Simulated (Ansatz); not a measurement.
Reaction (atomization): `C[CH2][Al]([OH])[OH]` → Al• + 2 C• + 7 H• + 2 O•

Gas-phase electronic energies from Ansatz, PBE0-D4/def2-TZVP geometries. CCSD(T)/CBS adds triple-zeta CCSD(T) − MP2 to the extrapolated MP2 energy (def2 sets, frozen cores). This one scheme is used for every species, atoms too. DFT in def2-TZVPP. HSE06 is defined as in plane-wave codes. No spin–orbit coupling; open shells (•) take unrestricted orbitals. Spin–orbit coupling would lower the free atoms: a little for Al, C, O. Each species was taken in one conformer, which may not be the lowest.

```
         level  ΔE (kcal/mol)
     revPBE-D4         1098.0
      HSE06-D4         1106.9
          PBE0         1102.1
       r2SCAN0         1095.4
     CAM-B3LYP         1112.1
MP2/def2-TZVPP         1109.0
  HF/CBS(def2)          819.0
 MP2/CBS(def2)         1138.0
```

What does CCSD(T)/CBS give? (Estimate.)

Computed: +1116.6 kcal/mol. The listed levels differ from it by -18.6, -9.7, -14.5, -21.2, -4.5, -7.6, -297.6, 21.4 kcal/mol.

Largest T1 diagnostic among the species: 0.018.

From PBE to PBE0 (25 % exact exchange), in def2-TZVPP and without D4, ΔE moves by −18.8 kcal/mol: exact exchange takes away binding that semilocal exchange gives to molecules. Leaving LDA and LC-ωPBE aside and taking each functional with its dispersion term where it has one, the values, not all of them listed here, spread over 48.8 kcal/mol, from BHLYP-D4 to PBE-D4. LDA lies +140.0 kcal/mol from PBE without D4, its usual overbinding.

For atomizations the MP2-based limit and the directly extrapolated one differ by several kJ/mol either way, and by 10 to 25 for some Ge, Se and Sn compounds, so smaller differences from it don't rank the levels.
